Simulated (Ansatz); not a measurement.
```yaml
crystal:
  periodic: [false, false, false]
  atoms:
    - {symbol: F, position_ang: [-2.181006, 0.400076, -1.256829]}
    - {symbol: Si, position_ang: [-0.764481, 1.023690, -0.845247]}
    - {symbol: N, position_ang: [0.397604, -0.171314, -0.482199]}
    - {symbol: Si, position_ang: [0.699046, -0.942831, 1.040382]}
    - {symbol: H, position_ang: [-0.309533, 1.809096, -2.014692]}
    - {symbol: H, position_ang: [-1.001717, 1.841057, 0.363373]}
    - {symbol: H, position_ang: [0.903348, -0.543691, -1.274570]}
    - {symbol: H, position_ang: [0.339214, -2.385618, 1.014387]}
    - {symbol: H, position_ang: [-0.134652, -0.240692, 2.046620]}
    - {symbol: H, position_ang: [2.135278, -0.840773, 1.411674]}
basis:
  gaussian: {orbitals: "6-31++G**"}
magnetization: {spin_polarized: true, initial_magnetization: 3}
hamiltonian: {xc: {name: wB97M-V}}
```

```sh
$ ansatz run in.yaml --threads 2 --pin off --events-out ev --progress --plain --max-ram 20480MiB --backend cpu
```

Shortened log:

```
Error: a molecule whose nuclei and cores have a total charge of 50 cannot have a net charge of 0 together with 3 unpaired electrons
```

(1) What is wrong with this run?

Answers

(1) The number of unpaired electrons doesn't fit the electron count. The input was rejected before any iteration.
